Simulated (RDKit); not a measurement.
RDKit input (MMFF94):

```python
from rdkit import Chem
from rdkit.Chem import AllChem, rdDetermineBonds

mol = Chem.MolFromXYZFile('mol.xyz')
rdDetermineBonds.DetermineBonds(mol, charge=1)
print('SMILES', Chem.MolToSmiles(Chem.RemoveHs(mol)))
ff = AllChem.MMFFGetMoleculeForceField(mol, AllChem.MMFFGetMoleculeProperties(mol))
e0 = ff.CalcEnergy()
flag = ff.Minimize(maxIts=5000, forceTol=1e-5)
print(f'energy {e0:.4f} -> {ff.CalcEnergy():.4f} kcal/mol, converged: {flag == 0}')
print(Chem.MolToXYZBlock(mol))
```
mol.xyz:
```
3

Zn    -0.30827856    -0.15207599    -0.24021930
O      1.02502665     0.39964584     0.78710579
H      1.04814358     1.36511309     0.90973271
```

From its output:

```
Traceback (most recent call last):
  File "input.py", line 5, in <module>
ValueError: Atom 0 with atomic number 30 has no valences defined.
```

The run crashed.
